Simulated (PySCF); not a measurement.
# Ni: excitation energy

Ni [Ar] 3d8 4s2 (3F) → Ni [Ar] 3d8 4s1 4p1 (high-spin determinant), as a difference of total energies. All numbers are calculated (PySCF 2.14, the non-relativistic Hamiltonian (point nucleus), in aug-cc-pwCVTZ (10s9p7d4f3g, 127 functions)). Correlated levels: valence: [Ar] frozen; valence and next inner shell: [Ne] frozen; nothing frozen. The calculations carry no spin-orbit coupling.

| method | excitation energy (eV) |
| --- | --- |
| UHF | 2.015 |
| LDA | 3.566 |
| PBE | 3.344 |
| PBE0 | 3.089 |
| r2SCAN | 3.026 |
| TPSSh | 3.077 |
| MN15 | 3.517 |
| r2SCAN0 | 2.921 |
| MP2 (valence) | 3.030 |
| SCS-MP2 (valence) | 3.227 |
| MP2 (valence and next inner shell) | 3.112 |
| SCS-MP2 (valence and next inner shell) | 3.255 |
| MP2 (all electrons) | 3.112 |
| SCS-MP2 (all electrons) | 3.255 |

Problem. How much does correlation contribute at MP2 (all electrons)?

Solution. 3.112 − (2.015) = 1.097 eV, measured against UHF.

A first-order spin-orbit estimate (lowest level to lowest level, LS coupling) adds 0.018 eV.

The determinant of the upper state mixes LS terms, which raises its energy above the lowest term, most at the Hartree-Fock and MP2 levels.
